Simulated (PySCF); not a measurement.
Compound: C5H6F2O3.
Structure used (PBE0-D3(BJ)/def2-SVP), in Å, numbered top down from 1:
```xyz
16
C5H6F2O3 angstrom
C     -3.5853   -0.0776   -0.1231
C     -2.3704   -0.3490    0.3386
O     -1.2622   -0.0685   -0.4229
C     -0.0443   -0.3589    0.0715
O      0.1592   -0.8678    1.1364
C      1.0133    0.0816   -0.9169
O      2.2959   -0.3403   -0.5708
C      2.8919    0.2943    0.4776
F      3.0045    1.6188    0.2195
F      4.1160   -0.2118    0.5805
H     -4.4572   -0.3027    0.4915
H     -3.7328    0.3674   -1.1094
H     -2.1470   -0.7943    1.3107
H      0.7766   -0.3547   -1.8978
H      0.9504    1.1785   -1.0309
H      2.3497    0.1727    1.4304
```

Method: PBE0-D3(BJ)/def2-SVP geometry optimisation, gas phase (PySCF 2.14.0).

Take the most abundant isotopes and a rigid rotor. The values belong to one conformer with, in the numbering `[CH2:1]=[CH:2][O:3][C:4](=[O:5])[CH2:6][O:7][CH:8]([F:9])[F:10]`, C1–C2–O3–C4 180°, C2–O3–C4–O5 1°, O3–C4–C6–O7 -172°, C4–C6–O7–C8 -73°, C6–O7–C8–F9 -60°.

Give the principal moments of inertia and the rotational constants in MHz.

Ia = 119.09, Ib = 940.28, Ic = 969.83 u·Å²; 505379 MHz·u·Å²/I gives A = 4244, B = 537.5, C = 521.1 MHz.

What kind of rotor is it?

A near-prolate asymmetric top: κ = (2 × 537.5 − 4244 − 521.1)/(4244 − 521.1) = -0.99.

Is it planar, by Δ = Ic − Ia − Ib?

Not planar: Δ = Ic − Ia − Ib = -89.54 u·Å². For a rigid frame Δ = −2 Σ m c², so Σ m c² = 44.77 u·Å² lies off the ab plane: 4.91 from hydrogen and 39.86 from heavier atoms. The atom farthest from that plane is 1.74 Å away.

Which types of transition are allowed, and where do some lines up to J = 3 fall?

The dipole components are |μa| = 3.13 D, |μb| = 1.14 D, |μc| = 0.13 D. Intensities carry the squares of the components, which stand as 1.00 : 0.13 : 0.00 (a : b : c). Some lines, for components of 0.1 D or more:

```
type  branch         J(Ka,Kc)    MHz  lower level (cm⁻¹)
   a       R  2(1,2) ← 1(1,1)   2101               0.159
   a       R  2(1,1) ← 1(1,0)   2134               0.159
   a       R  3(0,3) ← 2(0,2)   3176               0.106
   a       R  3(1,2) ← 2(1,1)   3200               0.231
   b       Q  1(1,0) ← 1(0,1)   3723               0.035
   b       Q  2(1,1) ← 2(0,2)   3739               0.106
   b       R  2(1,2) ← 1(0,1)   5807               0.035
   c       Q  3(2,2) ← 3(1,2)  11094               0.337
   c       Q  2(2,1) ← 2(1,1)  11119               0.231
   b       Q  3(2,2) ← 3(1,3)  11192               0.334
   b       R  2(2,1) ← 1(1,0)  13252               0.159
   b       Q  3(3,0) ← 3(2,1)  18572               0.707
   b       Q  3(3,1) ← 3(2,2)  18572               0.707
   b       R  3(3,1) ← 2(2,0)  21748               0.602
   c       R  3(3,1) ← 2(2,1)  21748               0.602
   b       R  3(3,0) ← 2(2,1)  21748               0.602
```

Whether it is a minimum is left open (no frequencies). Constants of a rigid frame at the computed geometry: no zero-point averaging, no centrifugal distortion.
